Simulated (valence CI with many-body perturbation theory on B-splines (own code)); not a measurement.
# V¹⁶⁺: calculated level list

Computed by relativistic CI+MBPT: five valence electrons over a frozen Dirac-Fock core [He], a basis of 11 s, 11 p, 10 d, 8 f, 5 g, 2 h functions for each j, with the one-electron correlation potential Σ1 (screened to all orders), the two-electron term Σ2, the three-electron term Σ3, Breit, model QED; selected single and double excitations, second order for the rest, scaled by the run's own slope (own B-spline code, finite nucleus).

No measured levels were compared; by estimate levels of excited configurations hold to 0.05 to 0.15 % of their energy, terms of the ground configuration to about 0.5 %. Among the levels kept, up to 5400 cm⁻¹ of a level comes from second order outside the variational space, and about a tenth of that is noise between levels of different J, which matters for small intervals.

Levels 1 to 45 of 202, with energies above the lowest level, 2s2.2p3 4S°_3/2. "Leading %" is the weight of the configuration and term that name the level; weights of strongly mixed levels are sums over their largest components and can fall short. In the jj column 3d3/2^4 stands for four electrons in 3d with j = 3/2. Lifetimes count E1, E2, E3, M1 and M2 decay at the calculated energies, and are blank where another channel may lead or the interval is too uncertain; long ones can be off by a factor of two.

```csv
No.,Configuration,Term,J,E (Ry),Leading %,Leading jj,Lifetime,g
1,2s2.2p3,4S°,3/2,0.000,95,2s^2 2p1/2 2p3/2^2 (46 %),,1.962
2,2s2.2p3,2D°,3/2,1.105,81,2s^2 2p1/2 2p3/2^2 (51 %),300 μs,0.914
3,2s2.2p3,2D°,5/2,1.281,100,2s^2 2p1/2 2p3/2^2 (100 %),4.62 ms,1.197
4,2s2.2p3,2P°,1/2,1.931,98,2s^2 2p1/2 2p3/2^2 (98 %),101 μs,0.662
5,2s2.2p3,2P°,3/2,2.196,78,2s^2 2p3/2^3 (85 %),43.7 μs,1.251
6,2s.2p4,4P,5/2,5.720,98,2s 2p1/2^2 2p3/2^2 (77 %),101 ps,1.592
7,2s.2p4,4P,3/2,6.072,99,2s 2p1/2 2p3/2^3 (83 %),83.5 ps,1.727
8,2s.2p4,4P,1/2,6.213,98,2s 2p1/2^2 2p3/2^2 (34 %),75.9 ps,2.652
9,2s.2p4,2D,3/2,7.905,97,2s 2p1/2 2p3/2^3 (56 %),32.5 ps,0.814
10,2s.2p4,2D,5/2,7.959,98,2s 2p1/2 2p3/2^3 (77 %),37.3 ps,1.203
11,2s.2p4,2S,1/2,9.119,81,2s 2p1/2^2 2p3/2^2 (66 %),17.1 ps,1.778
12,2s.2p4,2P,3/2,9.473,97,2s 2p1/2 2p3/2^3 (60 %),9.77 ps,1.319
13,2s.2p4,2P,1/2,9.970,82,2s 2p3/2^4 (51 %),10.4 ps,0.900
14,2p5,2P°,3/2,14.920,98,2p1/2^2 2p3/2^3 (98 %),13.7 ps,1.331
15,2p5,2P°,1/2,15.482,98,2p1/2 2p3/2^4 (98 %),12.8 ps,0.662
16,2s2.2p2.3s,4P,1/2,48.545,85,2s^2 2p1/2^2 3s (76 %),1.26 ps,2.467
17,2s2.2p2.3s,4P,3/2,48.847,94,2s^2 2p1/2 2p3/2 3s (96 %),1.39 ps,1.714
18,2s2.2p2.3s,2P,1/2,49.102,87,2s^2 2p1/2 2p3/2 3s (89 %),511 fs,0.874
19,2s2.2p2.3s,4P,5/2,49.106,87,2s^2 2p1/2 2p3/2 3s (64 %),1.36 ps,1.557
20,2s2.2p2.3s,2P,3/2,49.384,76,2s^2 2p1/2 2p3/2 3s (78 %),522 fs,1.236
21,2s2.2p2.3s,2D,5/2,50.038,88,2s^2 2p3/2^2 3s (64 %),817 fs,1.240
22,2s2.2p2.3s,2D,3/2,50.083,78,2s^2 2p3/2^2 3s (75 %),714 fs,0.910
23,2s2.2p2.3p,4D°,1/2,50.099,48,2s^2 2p1/2^2 3p1/2 (78 %),94.6 ps,0.880
24,2s2.2p2.3p,4D°,3/2,50.335,73,2s^2 2p1/2^2 3p3/2 (54 %),72.8 ps,1.293
25,2s2.2p2.3p,2S°,1/2,50.361,45,2s^2 2p1/2 2p3/2 3p1/2 (78 %),143 ps,1.219
26,2s2.2p2.3p,4D°,5/2,50.603,86,2s^2 2p1/2 2p3/2 3p3/2 (80 %),122 ps,1.387
27,2s2.2p2.3p,4P°,3/2,50.607,45,2s^2 2p1/2 2p3/2 3p1/2 (62 %),31.4 ps,1.389
28,2s2.2p2.3p,4P°,1/2,50.691,75,2s^2 2p1/2 2p3/2 3p3/2 (69 %),32.4 ps,2.413
29,2s2.2p2.3p,4P°,5/2,50.776,53,2s^2 2p1/2 2p3/2 3p1/2 (52 %),38.7 ps,1.416
30,2s2.2p2.3p,2D°,3/2,50.850,69,2s^2 2p1/2 2p3/2 3p3/2 (88 %),39.4 ps,1.073
31,2s2.2p2.3p,4D°,7/2,50.852,89,2s^2 2p1/2 2p3/2 3p3/2 (62 %),180 ps,1.402
32,2s2.2p2.3s,2S,1/2,51.050,89,2s^2 2p3/2^2 3s (82 %),833 fs,1.992
33,2s2.2p2.3p,4S°,3/2,51.092,66,2s^2 2p1/2 2p3/2 3p3/2 (38 %),4.21 ps,1.876
34,2s2.2p2.3p,2D°,5/2,51.226,49,2s^2 2p3/2^2 3p3/2 (52 %),47.6 ps,1.279
35,2s2.2p2.3p,2P°,3/2,51.254,78,2s^2 2p1/2 2p3/2 3p3/2 (35 %),19.8 ps,1.358
36,2s2.2p2.3p,2P°,1/2,51.352,79,2s^2 2p3/2^2 3p3/2 (59 %),29.9 ps,0.792
37,2s2.2p2.3p,2F°,5/2,51.745,74,2s^2 2p3/2^2 3p3/2 (41 %),51.7 ps,0.952
38,2s2.2p2.3p,2F°,7/2,51.843,90,2s^2 2p3/2^2 3p3/2 (62 %),53.8 ps,1.167
39,2s.2p3.3s,6S°,5/2,51.868,98,2s 2p1/2 2p3/2^2 3s (53 %),126 ps,1.991
40,2s2.2p2.3p,2D°,3/2,52.013,71,2s^2 2p3/2^2 3p1/2 (41 %),15.4 ps,0.956
41,2s2.2p2.3p,2D°,5/2,52.095,88,2s^2 2p3/2^2 3p1/2 (52 %),28.0 ps,1.189
42,2s2.2p2.3d,4F,3/2,52.197,72,2s^2 2p1/2^2 3d3/2 (74 %),1.73 ps,0.589
43,2s2.2p2.3p,2P°,1/2,52.217,96,2s^2 2p1/2 2p3/2 3p3/2 (72 %),10.7 ps,0.681
44,2s2.2p2.3d,4F,5/2,52.318,64,2s^2 2p1/2^2 3d5/2 (57 %),1.02 ps,1.124
45,2s2.2p2.3p,2P°,3/2,52.533,75,2s^2 2p3/2^2 3p3/2 (70 %),5.58 ps,1.293
```

Names give the largest LS component (configuration and term), which can be under half, so a name can repeat, a term be missing and a line seem to break the LS rules; names also repeat where a configuration has a term twice.

The ionisation energy to 2s2.2p2 3P_0 of the next ion comes out as 1164.5 eV (NIST: 1165.2 ± 1.1 eV (semi-empirical)). All 202 levels together are meant to be complete up to 60.743 Ry.
